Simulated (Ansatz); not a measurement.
`C[S][SnH2][S]C`, relaxed with RKS PBE0-D4/def2-TZVP in Ansatz 0.2.0 from a PBE-D4/def2-SVP geometry. The force threshold is 0.005 eV/Å; the program also tests the step.

Total charge 0; spin multiplicity 1. Sn: def2 effective core potential.

Start:

```xyz
13

C     0.619    0.436   -2.106
S    -0.855   -0.570   -1.655
Sn    0.058   -1.707    0.304
S     0.870    0.094    1.740
C    -0.670    1.097    1.833
H     1.051    0.930   -1.214
H     1.392   -0.179   -2.608
H     0.268    1.213   -2.813
H     1.437   -2.686   -0.055
H    -1.259   -2.589    0.997
H    -0.378    2.093    2.219
H    -1.407    0.647    2.527
H    -1.126    1.220    0.830
```

```csv
step,energy (eV),largest force (eV/Å),largest move (Å)
1,-29699.4774,0.575,0.000
2,-29699.5410,0.374,0.085
3,-29699.5566,0.083,0.061
4,-29699.5572,0.047,0.033
5,-29699.5581,0.011,0.014
6,-29699.5582,0.006,0.013
7,-29699.5583,0.007,0.024
8,-29699.5584,0.009,0.031
9,-29699.5585,0.005,0.008
10,-29699.5585,0.004,0.003
```

End:

```xyz
13

C     0.631    0.396   -2.162
S    -0.834   -0.551   -1.656
Sn    0.055   -1.625    0.291
S     0.849    0.112    1.733
C    -0.681    1.078    1.898
H     1.024    0.985   -1.333
H     1.410   -0.259   -2.553
H     0.308    1.071   -2.955
H     1.412   -2.590   -0.078
H    -1.241   -2.489    0.987
H    -0.412    2.005    2.404
H    -1.419    0.549    2.501
H    -1.103    1.316    0.922
```

It took 83 s on 4 threads of an Arm Neoverse V2 on a shared host, with 0.82 GiB of host memory at the peak.
